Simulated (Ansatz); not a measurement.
Molecule: C2H7GaO2 (charge 0, singlet). 
Coordinates optimised at B3LYP-D3(BJ)/def2-TZVP (Ansatz, an electronic-structure program):
```
O
C 1 1.4138
H 2 1.0942 1 109.74
H 2 1.0942 3 108.18 1 119.70
H 2 1.0972 3 107.91 4 116.51
Ga 1 1.7909 2 124.39 3 -120.63
O 6 1.7792 1 112.98 2 180.00
C 7 1.4202 6 123.48 1 0.00
H 8 1.0934 7 112.80 6 0.00
H 8 1.0938 9 108.52 7 121.30
H 8 1.0938 9 108.52 10 117.41
H 6 1.5465 7 122.43 8 180.00
```
Charge 0, spin multiplicity 1.

Total electronic energies in hartree. Correlated levels leave the core frozen unless marked. Spin-orbit coupling is left out. The frozen core is the preceding noble-gas configuration, with the filled d and f shells of earlier blocks. Non-relativistic. CBS(X,Y): correlation extrapolated as X^-3; Hartree-Fock from the larger set.

| level | program | energy (Eh) |
|---|---|---|
| HF/cc-pVDZ | Ansatz | -2152.78448 |
| HF/aug-cc-pVTZ | Ansatz | -2152.93978 |
| revPBE-D3(BJ)/def2-TZVPD | Ansatz + dftd3 | -2155.64658 |
| B97M-V/def2-TZVPD | Ansatz | -2155.43011 |
| PBE0/STO-3G | Ansatz | -2129.64453 |
| PBE0-D3(BJ)/def2-TZVPD | Ansatz + dftd3 | -2155.33613 |
| r2SCAN0-D4/def2-TZVPD | Ansatz + dftd4 | -2155.65477 |
| RPA@PBE/cc-pVTZ | Ansatz | -2154.34155 |
| RI-MP2/cc-pVQZ | Ansatz | -2153.93407 |
| RI-MP2/CBS(aug-cc-pVTZ,aug-cc-pVQZ) | Ansatz | -2153.9842 |
| SCS-MP2/STO-3G | Ansatz | -2127.71091 |
| CCSD/6-31G | Ansatz | -2152.90060 |
| CCSD/aug-cc-pVDZ | Ansatz | -2153.62127 |
| CCSD/aug-cc-pVTZ | Ansatz | -2153.90130 |
| CCSD(T)/CBS(aug-cc-pVTZ,aug-cc-pVQZ) | Ansatz | -2154.0412 |

Totals of different functionals don't rank their quality; only differences between species are comparable.
